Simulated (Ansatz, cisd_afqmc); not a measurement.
System: N, charge 0, quartet.

Total energies in def2-SVP, 5 correlated electrons, 1 frozen orbitals. UHF or UKS for unpaired electrons; spin-orbit terms are left out. Cores are frozen in correlated methods. No relativity. The Monte Carlo rows (phaseless AFQMC, CISD trial, step 0.005/hartree) carry one-sigma bars that omit the constraint's bias. Outlying blocks are dropped, and bars are widened where a walk drifts. Over all cases where full CI ran beside it in this data, AFQMC minus full CI had a median of +0.1 mEh and passed +0.4 mEh in a tenth of the cases. Full CI freezes restricted core orbitals and the other rows unrestricted ones, which leaves a small offset even where coupled cluster is exact.

```csv
method,program,energy (Eh),error against FCI (mEh)
HF,Ansatz,-54.33653,85.24
MP2,Ansatz,-54.40612,15.66
CCSD,Ansatz,-54.42100,0.77
CCSD(T),Ansatz,-54.42172,0.06
CCSDT(Q),Ansatz,-54.42189,-0.11
CCSDTQ,Ansatz,-54.42190,-0.12
AFQMC/CISD,cisd_afqmc,-54.4219 ± 0.0001,-0.1 ± 0.1
FCI,Ansatz,-54.42178,0.00
```

Ansatz is a quantum-chemistry and plane-wave program.
